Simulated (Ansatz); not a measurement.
Species: Si2H3, charge 0, doublet. Si2H3 (SMILES [Si][SiH3], doublet).
B3LYP-D3(BJ)/def2-TZVP minimum from Ansatz (a program for electronic structure):
```
Si
H 1 1.4873
H 1 1.4873 2 107.70
H 1 1.4953 2 107.53 3 115.62
Si 1 2.3820 2 116.12 3 -132.15
```
Charge 0, spin multiplicity 2.

Total energies in cc-pV(D+d)Z, 11 correlated electrons, 10 frozen orbitals. Radicals and triplets start from unrestricted determinants; spin-orbit coupling is neglected. Cores are frozen in correlated methods. No relativity. The UHF reference of H3Si2 ([Si][SiH3], doublet) is spin-contaminated (<S^2> up to 0.28 over the pure value in the sets run).

```tsv
method	program	energy (Eh)	minus CCSDT(Q) (mEh)
HF	Ansatz	-579.53518	216.27
MP2	Ansatz	-579.69500	56.45
CCSD	Ansatz	-579.74401	7.45
CCSD(T)	Ansatz	-579.74976	1.69
CCSDT(Q)	Ansatz	-579.75145	0.00
```

Rough core times of Ansatz's runs on a shared machine: CCSD(T) 2 min, CCSDT(Q) 4 min.
